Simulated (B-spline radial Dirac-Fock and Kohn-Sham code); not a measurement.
**Relativistic shifts of the levels of Lu⁵⁶⁺**

System: Lu⁵⁶⁺ in the configuration [Ne] 3s2 3p3.

Both columns are ΔSCF binding energies of the configuration average from a B-spline atomic structure program: non-relativistic Hartree-Fock with a point nucleus, and Dirac-Fock with a finite nucleus and the Coulomb interaction alone, averaged over the two j levels with weights 2j+1.

```tsv
shell	Hartree-Fock (eV)	Dirac-Fock (eV)	shift (eV)	shift (%)
1s	63175.6	67975.7	+4800.08	+7.60
2s	13729.8	15068.1	+1338.35	+9.75
3s	5586.9	5996.8	+409.87	+7.34
3p	5447.8	5631.0	+183.14	+3.36
```

Relativity binds 1s, 2s, 3s, 3p more strongly, among those listed most of all 2s in relative terms.

Values without a named source are computed, but for edge energies of neutral atoms, which are taken from tables.
